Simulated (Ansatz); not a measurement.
CH4Te (SMILES C[TeH]) moved off its minimum; all values from Ansatz (a program for electronic structure), cores frozen in correlated methods. Elements past Kr take the def2 small-core potentials, without spin–orbit coupling.
(charge 0, multiplicity 1)
```xyz
6

Te     0.0272     0.2221     0.2294
H     -0.3620     1.3723    -0.9232
C     -0.0405    -1.4565    -1.1655
H      0.7048    -1.2346    -1.9242
H     -1.0237    -1.5159    -1.6207
H      0.1761    -2.3249    -0.5730
```

Task: Give the forces (eV/Å), the total energy and the dipole at CCSD(T)/def2-TZVPPD.

Result: 
```tsv
atom	Fx	Fy	Fz
Te1	-0.127	-0.018	-0.127
H2	0.047	-0.184	0.090
C3	-0.145	1.070	-0.203
H4	0.103	-0.356	0.050
H5	-0.085	-0.071	0.103
H6	0.208	-0.441	0.087
```
Energy -307.5733 hartree, dipole 1.13 D.
